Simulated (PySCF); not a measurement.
Isomers of C4H10ClFSi, mass 140.022 u with the commonest isotopes. The calculation used wB97X-D/def2-SVPD in PySCF (dipole) on a GFN2-xTB geometry, gas phase. One conformer each, none proved a minimum here; rigid rotors.

Question: Order these by rotational constant C, smallest first.
A. `[CH3:1][Si@H:2]([CH2:3][F:4])[CH2:5][CH2:6][Cl:7]` with C1–Si2–C3–F4 78°, C1–Si2–C5–C6 39°, Si2–C5–C6–Cl7 56°
B. `[CH3:1][CH2:2][Si@:3]([CH3:4])([Cl:5])[CH2:6][F:7]` with C1–C2–Si3–C4 -58°, C2–Si3–C6–F7 -69°
C. `[CH3:1][CH2:2][C@@:3]([CH3:4])([Cl:5])[SiH2:6][F:7]` with C1–C2–C3–C4 67°, C2–C3–Si6–F7 -38°
D. `[F:1][CH2:2][C@@H:3]([SiH3:4])[CH2:5][CH2:6][Cl:7]` with F1–C2–C3–Si4 -58°, C2–C3–C5–C6 72°, C3–C5–C6–Cl7 63°
E. `[CH3:1][C@@H:2]([CH2:3][F:4])[CH2:5][SiH2:6][Cl:7]` with C1–C2–C3–F4 -171°, C1–C2–C5–Si6 170°, C2–C5–Si6–Cl7 -48°

Answer: D (755.8 MHz), A (906.7 MHz), E (953.2 MHz), B (1022 MHz), C (1160 MHz).

Question: Order these by rotational constant A, largest first.
A. `[F:1][CH2:2][C@@H:3]([SiH3:4])[CH2:5][CH2:6][Cl:7]` with F1–C2–C3–Si4 -58°, C2–C3–C5–C6 72°, C3–C5–C6–Cl7 63°
B. `[CH3:1][Si@H:2]([CH2:3][F:4])[CH2:5][CH2:6][Cl:7]` with C1–Si2–C3–F4 78°, C1–Si2–C5–C6 39°, Si2–C5–C6–Cl7 56°
C. `[CH3:1][CH2:2][C@@:3]([CH3:4])([Cl:5])[SiH2:6][F:7]` with C1–C2–C3–C4 67°, C2–C3–Si6–F7 -38°
D. `[CH3:1][C@:2]([SiH3:3])([Cl:4])[CH2:5][CH2:6][F:7]` with C1–C2–C5–C6 -178°, C2–C5–C6–F7 72°
E. `[CH3:1][CH2:2][Si@:3]([CH3:4])([Cl:5])[CH2:6][F:7]` with C1–C2–Si3–C4 -58°, C2–Si3–C6–F7 -69°
F. `[CH3:1][C@@H:2]([CH2:3][F:4])[CH2:5][SiH2:6][Cl:7]` with C1–C2–C3–F4 -171°, C1–C2–C5–Si6 170°, C2–C5–Si6–Cl7 -48°

Answer: A (2506 MHz), F (2400 MHz), B (2237 MHz), D (2034 MHz), E (1861 MHz), C (1747 MHz).

Question: Order these by dipole moment, smallest first.
A. `[CH3:1][CH2:2][C@@:3]([CH3:4])([Cl:5])[SiH2:6][F:7]` with C1–C2–C3–C4 67°, C2–C3–Si6–F7 -38°
B. `[CH3:1][CH2:2][Si@:3]([CH3:4])([Cl:5])[CH2:6][F:7]` with C1–C2–Si3–C4 -58°, C2–Si3–C6–F7 -69°
C. `[CH3:1][C@:2]([SiH3:3])([Cl:4])[CH2:5][CH2:6][F:7]` with C1–C2–C5–C6 -178°, C2–C5–C6–F7 72°
D. `[F:1][CH2:2][C@@H:3]([SiH3:4])[CH2:5][CH2:6][Cl:7]` with F1–C2–C3–Si4 -58°, C2–C3–C5–C6 72°, C3–C5–C6–Cl7 63°
E. `[CH3:1][Si@H:2]([CH2:3][F:4])[CH2:5][CH2:6][Cl:7]` with C1–Si2–C3–F4 78°, C1–Si2–C5–C6 39°, Si2–C5–C6–Cl7 56°

Answer: D (0.43 D), B (0.87 D), C (2.03 D), A (2.87 D), E (3.06 D).

```csv
SMILES,point group,Ia (u·Å²),Ib (u·Å²),Ic (u·Å²),κ,μa (D),μb (D),μc (D)
FC[C@@H]([SiH3])CCCl,C1,201.66,559.76,668.63,-0.83,0.03,0.39,0.19
C[Si@H](CF)CCCl,C1,225.96,481.68,557.39,-0.79,2.19,2.02,0.69
CC[C@@](C)(Cl)[SiH2]F,C1,289.24,321.50,435.68,0.40,0.06,2.14,1.90
C[C@@H](CF)C[SiH2]Cl,C1,210.55,476.52,530.20,-0.85,2.61,1.38,0.76
C[C@]([SiH3])(Cl)CCF,C1,248.52,367.86,428.15,-0.55,0.07,0.56,1.95
CC[Si@](C)(Cl)CF,C1,271.50,407.55,494.58,-0.48,0.29,0.76,0.30
CCC[Si@H](F)CCl,C1,272.75,475.35,670.01,-0.44,0.82,0.33,0.06
```
